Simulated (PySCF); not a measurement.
C₆ coefficients of unlike pairs at B97-3

Calculated with PySCF 2.14 from the dipole response of each species, C₆(A,B) = (3/π) ∫ α_A(iu) α_B(iu) du, in atomic units, from isotropic polarisabilities. For ions this is the dispersion term alone; charge-induced terms of lower order in 1/R come first.

```tsv
species	configuration	basis	relativity	α (bohr³)	C₆ (like pair)
Pd⁺	[Kr] 4d9 (2D)	aug-cc-pwCVDZ-PP with ECP28MDF (6s6p5d3f)	core potential	10.21	58.69
Kr²⁺	[Ar] 3d10 4s2 4p4 (3P)	aug-cc-pVTZ-DK (7s6p4d2f)	spin-free X2C	7.402	35.94
Kr⁺	[Ar] 3d10 4s2 4p5 (2P)	aug-cc-pV5Z-PP with ECP10MDF (8s7p6d4f3g2h)	core potential	10.84	66.61
Mg²⁺	[Ne] (1S)	def2-TZVPPD (5s5p3d)	none	0.3557	0.3341
```

Problem. Estimate C₆ for Mg²⁺ with Pd⁺.

Solution. The integral gives 3.723. The combination rule 2 C_A C_B / (C_A α_B/α_A + C_B α_A/α_B) gives 3.371 and the geometric mean 4.428.

No spin-orbit coupling is included.

The other pairs:

```
      pair     C₆
 Kr⁺, Kr²⁺  48.82
 Mg²⁺, Kr⁺  3.662
  Kr⁺, Pd⁺  61.96
 Kr²⁺, Pd⁺  45.65
Mg²⁺, Kr²⁺  2.774
```
